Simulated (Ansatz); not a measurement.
ClGaH₂S, SMILES `[SH][GaH][Cl]`. Total charge 0; spin multiplicity 1.

Z-matrix (Å, degrees):
```
Ga
S 1 2.186
Cl 1 2.139 2 113.8
H 1 1.551 2 126.1 3 180.0
H 2 1.344 1 93.3 3 180.0
```

Q: What are the harmonic wavenumbers in cm⁻¹ at PBE0-D4/def2-TZVP (Ansatz, finite differences of forces, unscaled)? (Estimate.)

A: Computed: 121, 288, 403, 438, 453, 591, 721, 2036, 2709.

Q: Is this a minimum?

A: Yes, all 9 modes are real.

Q: Give the ideal-gas thermochemistry at 298.15 K and 1 bar (rigid rotor, harmonic oscillator; point group Cs, symmetry number 1).

A: Zero-point energy 46.4 kJ/mol; H(298) − E = 62.2 kJ/mol; entropy 314.5 J/(mol·K), of which translation 170.4, rotation 111.0, vibration 33.0; G(298) − E = -31.5 kJ/mol.
